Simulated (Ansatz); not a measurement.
`[NH2][Ta]([OH])([F])=[S]`, relaxed with RKS PBE-D4/def2-SVP in the Gaussian-basis code of Ansatz from a rough embedded geometry. The force threshold is 0.03 eV/Å; the program also tests the step.

The species carries charge 0 and has multiplicity 1. Ta: def2 effective core potential.

Start:

```xyz
8

N     1.175   -0.563    0.900
Ta   -0.442    0.538    0.003
O    -1.902   -0.843   -0.731
F    -1.320    1.873    1.377
S     0.336    1.715   -1.599
H     1.470   -1.340    0.311
H     2.018    0.085    1.002
H    -1.336   -1.464   -1.263
```

```csv
step,energy (eV),largest force (eV/Å),largest move (Å)
1,-18676.1564,3.953,0.000
2,-18677.4858,1.599,0.195
3,-18677.5901,2.547,0.195
4,-18677.7588,1.226,0.200
5,-18677.8542,0.652,0.200
6,-18677.9309,0.470,0.200
7,-18677.9832,0.228,0.200
8,-18678.0020,0.195,0.200
9,-18678.0038,0.068,0.049
10,-18678.0049,0.065,0.028
11,-18678.0053,0.039,0.012
12,-18678.0054,0.014,0.009
```

End:

```xyz
8

N     1.254   -0.347    0.716
Ta   -0.392    0.461   -0.012
O    -1.494   -0.929   -0.713
F    -1.334    1.391    1.353
S     0.283    1.822   -1.581
H     1.245   -1.146    1.361
H     2.220   -0.089    0.488
H    -1.784   -1.162   -1.612
```

It took 18 s on 4 threads of an AMD EPYC 7B13 on a shared host, with 0.21 GiB of host memory at the peak.
